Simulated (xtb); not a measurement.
H5Si2, doublet, from a rough starting geometry.

The xtb input:
```
$ xtb mol.xyz --gfn 2 --uhf 1 --opt vtight --json

# file mol.xyz
7

Si    -0.00816849     0.20532775     1.42296935
Si     0.01919776     0.22981935    -0.94978329
H     -1.21798829    -0.45824198     1.90582225
H      1.21155408    -0.43368786     1.97490675
H      0.04391635    -1.22564127    -1.47236754
H     -1.22158231     0.90634178    -1.41973191
H      1.19038256     0.90405454    -1.46265943
```

Predict the dipole moment from xtb with GFN2-xTB.

0.27 D

Give the total energy at the end of the optimisation at the level GFN2-xTB.

-5.9380 Eh
